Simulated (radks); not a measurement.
Results of a calculation; reference values are marked as such.
The cadmium ion Cd2+, configuration [Kr] 4d10 (the NIST ground configuration).

Code: a radial shooting solver on a logarithmic mesh with Libxc functionals. Model: scalar-relativistic Kohn-Sham, PBE, spin-unpolarised, spherical densities, point nucleus.

Energy parts (Ry):
| part | energy |
|---|---|
| total | -11187.36743 |
| kinetic | 11641.51036 |
| electron-nucleus | -26986.26866 |
| Hartree | 4465.11496 |
| exchange-correlation | -307.72408 |

Orbitals (lengths in bohr, moments of r in powers of bohr; r(90%) holds 90 % of the orbital's charge):
[
 {"orbital": "1s", "occ.": "2", "eigenvalue (Ry)": "-1951.003", "r(90%)": "0.0546", "<1/r>": "50.64"},
 {"orbital": "2s", "occ.": "2", "eigenvalue (Ry)": "-290.8193", "r(90%)": "0.203", "<1/r>": "11.52"},
 {"orbital": "2p", "occ.": "6", "eigenvalue (Ry)": "-261.0867", "r(90%)": "0.187", "<1/r>": "11.11"},
 {"orbital": "3s", "occ.": "2", "eigenvalue (Ry)": "-55.32739", "r(90%)": "0.527", "<1/r>": "4.063"},
 {"orbital": "3p", "occ.": "6", "eigenvalue (Ry)": "-45.57414", "r(90%)": "0.537", "<1/r>": "3.869"},
 {"orbital": "3d", "occ.": "10", "eigenvalue (Ry)": "-30.31212", "r(90%)": "0.529", "<1/r>": "3.642"},
 {"orbital": "4s", "occ.": "2", "eigenvalue (Ry)": "-9.17450", "r(90%)": "1.28", "<1/r>": "1.571"},
 {"orbital": "4p", "occ.": "6", "eigenvalue (Ry)": "-6.31351", "r(90%)": "1.42", "<1/r>": "1.415"},
 {"orbital": "4d", "occ.": "10", "eigenvalue (Ry)": "-2.23756", "r(90%)": "1.98", "<1/r>": "1.071"}
]

The highest occupied level is 4d at -30.444 eV. The density falls to 0.001 e/bohr^3 at r = 3.24 bohr. Summed over all electrons, <r^2> = 29.54 bohr^2, which gives a Langevin (diamagnetic) susceptibility term of -23.4 x 10^-6 cm^3/mol.
